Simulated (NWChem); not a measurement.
Everything below was run with NWChem. System: C₃H₂F₄, charge 0, spin multiplicity 1, displaced from the optimised geometry.

Job file:

```
start mol
memory heap 200 mb stack 900 mb global 1100 mb
geometry units angstroms nocenter noautoz noautosym
  F      2.909486    -0.034734     0.070247
  C      1.620274     0.319617    -0.142324
  C      0.584024    -0.460390     0.258420
  C     -0.866563    -0.062405     0.018151
  F     -1.517809    -0.993241    -0.751484
  F     -1.559496     0.029591     1.198833
  F     -0.976123     1.148470    -0.619612
  H      1.512795     1.297201    -0.668588
  H      0.756277    -1.428903     0.781240
end
basis spherical
  * library def2-svp
end
dft
  xc b3lyp
  semidirect memsize 60000000 filesize 0
  iterations 100
  convergence nodiis damp 40
end
task dft gradient
```

The output up to the point where the run's verdict is printed (cleaned and shortened):

```
             Northwest Computational Chemistry Package (NWChem) 7.3.0
             --------------------------------------------------------

                                NWChem Input Module
                                -------------------

 Scaling coordinates for geometry "geometry" by  1.889725989
 (inverse scale =  0.529177249)

                             Geometry "geometry" -> ""
                             -------------------------

 Output coordinates in angstroms (scale by  1.889725989 to convert to a.u.)

  No.       Tag          Charge          X              Y              Z
 ---- ---------------- ---------- -------------- -------------- --------------
    1 F                    9.0000     2.90948600    -0.03473400     0.07024700
    2 C                    6.0000     1.62027400     0.31961700    -0.14232400
    3 C                    6.0000     0.58402400    -0.46039000     0.25842000
    4 C                    6.0000    -0.86656300    -0.06240500     0.01815100
    5 F                    9.0000    -1.51780900    -0.99324100    -0.75148400
    6 F                    9.0000    -1.55949600     0.02959100     1.19883300
    7 F                    9.0000    -0.97612300     1.14847000    -0.61961200
    8 H                    1.0000     1.51279500     1.29720100    -0.66858800
    9 H                    1.0000     0.75627700    -1.42890300     0.78124000

 Effective nuclear repulsion energy (a.u.)     311.7591816382

            Nuclear Dipole moment (a.u.)
            ----------------------------
        X                 Y               Z
 ---------------- ---------------- ----------------
     0.0000075589     0.0000075589    -0.0000188973


 Summary of "ao basis" -> "" (spherical)
 ------------------------------------------------------------------------------
       Tag                 Description            Shells   Functions and Types
 ---------------- ------------------------------  ------  ---------------------
 *                          def2-svp                  on all atoms

                                 NWChem DFT Module
                                 -----------------
[...]
 d= 0,ls=0.0         52   -243.5199947198 -1.17D+02  4.36D-01              18.8
 d= 0,ls=0.0         53   -126.9005172559  1.17D+02  4.36D-01              19.1
 d= 0,ls=0.0         54   -243.5199947198 -1.17D+02  4.36D-01              19.5
 d= 0,ls=0.0         55   -126.9005172559  1.17D+02  4.36D-01              19.8
 d= 0,ls=0.0         56   -243.5199947198 -1.17D+02  4.36D-01              20.2
 d= 0,ls=0.0         57   -126.9005172559  1.17D+02  4.36D-01              20.5
 d= 0,ls=0.0         58   -243.5199947198 -1.17D+02  4.36D-01              20.9
 d= 0,ls=0.0         59   -126.9005172559  1.17D+02  4.36D-01              21.2
 d= 0,ls=0.0         60   -243.5199947198 -1.17D+02  4.36D-01              21.6
 d= 0,ls=0.0         61   -126.9005172559  1.17D+02  4.36D-01              21.9
 d= 0,ls=0.0         62   -243.5199947198 -1.17D+02  4.36D-01              22.3
 d= 0,ls=0.0         63   -126.9005172559  1.17D+02  4.36D-01              22.6
 d= 0,ls=0.0         64   -243.5199947198 -1.17D+02  4.36D-01              23.0
 d= 0,ls=0.0         65   -126.9005172559  1.17D+02  4.36D-01              23.3
 d= 0,ls=0.0         66   -243.5199947198 -1.17D+02  4.36D-01              23.7
 d= 0,ls=0.0         67   -126.9005172559  1.17D+02  4.36D-01              24.0
 d= 0,ls=0.0         68   -243.5199947198 -1.17D+02  4.36D-01              24.4
 d= 0,ls=0.0         69   -126.9005172559  1.17D+02  4.36D-01              24.7
 d= 0,ls=0.0         70   -243.5199947198 -1.17D+02  4.36D-01              25.1
 d= 0,ls=0.0         71   -126.9005172559  1.17D+02  4.36D-01              25.4
 d= 0,ls=0.0         72   -243.5199947198 -1.17D+02  4.36D-01              25.8
 d= 0,ls=0.0         73   -126.9005172559  1.17D+02  4.36D-01              26.1
 d= 0,ls=0.0         74   -243.5199947198 -1.17D+02  4.36D-01              26.5
 d= 0,ls=0.0         75   -126.9005172559  1.17D+02  4.36D-01              26.8
 d= 0,ls=0.0         76   -243.5199947198 -1.17D+02  4.36D-01              27.1
 d= 0,ls=0.0         77   -126.9005172559  1.17D+02  4.36D-01              27.5
 d= 0,ls=0.0         78   -243.5199947198 -1.17D+02  4.36D-01              27.8
 d= 0,ls=0.0         79   -126.9005172559  1.17D+02  4.36D-01              28.2
 d= 0,ls=0.0         80   -243.5199947198 -1.17D+02  4.36D-01              28.5
 d= 0,ls=0.0         81   -126.9005172559  1.17D+02  4.36D-01              28.9
 d= 0,ls=0.0         82   -243.5199947198 -1.17D+02  4.36D-01              29.2
 d= 0,ls=0.0         83   -126.9005172559  1.17D+02  4.36D-01              29.6
 d= 0,ls=0.0         84   -243.5199947198 -1.17D+02  4.36D-01              29.9
 d= 0,ls=0.0         85   -126.9005172559  1.17D+02  4.36D-01              30.2
 d= 0,ls=0.0         86   -243.5199947198 -1.17D+02  4.36D-01              30.6
 d= 0,ls=0.0         87   -126.9005172559  1.17D+02  4.36D-01              30.9
 d= 0,ls=0.0         88   -243.5199947198 -1.17D+02  4.36D-01              31.3
 d= 0,ls=0.0         89   -126.9005172559  1.17D+02  4.36D-01              31.6
 d= 0,ls=0.0         90   -243.5199947198 -1.17D+02  4.36D-01              32.0
 d= 0,ls=0.0         91   -126.9005172559  1.17D+02  4.36D-01              32.3
 d= 0,ls=0.0         92   -243.5199947198 -1.17D+02  4.36D-01              32.6
 d= 0,ls=0.0         93   -126.9005172559  1.17D+02  4.36D-01              33.0
 d= 0,ls=0.0         94   -243.5199947198 -1.17D+02  4.36D-01              33.3
 d= 0,ls=0.0         95   -126.9005172559  1.17D+02  4.36D-01              33.7
 d= 0,ls=0.0         96   -243.5199947198 -1.17D+02  4.36D-01              34.0
 d= 0,ls=0.0         97   -126.9005172560  1.17D+02  4.36D-01              34.4
 d= 0,ls=0.0         98   -243.5199947198 -1.17D+02  4.36D-01              34.7
 d= 0,ls=0.0         99   -126.9005172560  1.17D+02  4.36D-01              35.0
 d= 0,ls=0.0        100   -243.5199947198 -1.17D+02  4.36D-01              35.4
```

The run did not converge; its last values are not results. The next line reads: Calculation failed to converge. NWChem stopped with the message: dft gradient failed.
